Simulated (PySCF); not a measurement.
**Si(2+): excitation energy**

Si(2+) [Ne] 3s2 (1S) → Si(2+) [Ne] 3p2 (3P), as a difference of total energies. Calculation: PySCF 2.14, in aug-cc-pwCVTZ (8s7p5d3f, 75 functions); the non-relativistic Hamiltonian (point nucleus). Correlated levels: valence and next inner shell: 1s2 frozen. The calculations carry no spin-orbit coupling.

```csv
method,excitation energy (eV)
UHF,14.953
MP2 (valence and next inner shell),15.846
SCS-MP2 (valence and next inner shell),16.092
CCSD (valence and next inner shell),15.981
CCSD(T) (valence and next inner shell),16.020
```

Task: How much does correlation contribute at CCSD(T) (valence and next inner shell)?

Result: 16.020 − (14.953) = 1.067 eV, measured against UHF.

A first-order spin-orbit estimate (lowest level to lowest level, LS coupling) adds -0.026 eV.
